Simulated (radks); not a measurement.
The numbers below are computed, except where a source is named.
Question: Ionisation of S8+, [He] 2s2 2p4, to S9+, [He] 2s2 2p3, under several functionals. Non-relativistic Kohn-Sham, spin-polarised, spherical densities, point nucleus; open shells are filled with parallel spins first; a radial shooting solver on a logarithmic mesh with Libxc functionals. The NIST Atomic Spectra Database gives 379.8 eV (semi-empirical). Rank these functionals by the error of their Delta-SCF ionisation energy: BLYP; B86b exchange with PBE correlation; revTPSS; TPSS; exchange-only PBE; revPBE.

Answer: From best to worst: BLYP 378.53 eV (-1.3); B86b exchange with PBE correlation 378.52 eV (-1.3); revPBE 378.03 eV (-1.8); TPSS 377.77 eV (-2.1); revTPSS 377.22 eV (-2.6); exchange-only PBE 376.42 eV (-3.4). Open shells are spherical and high-spin; term and fine-structure splittings are not resolved.
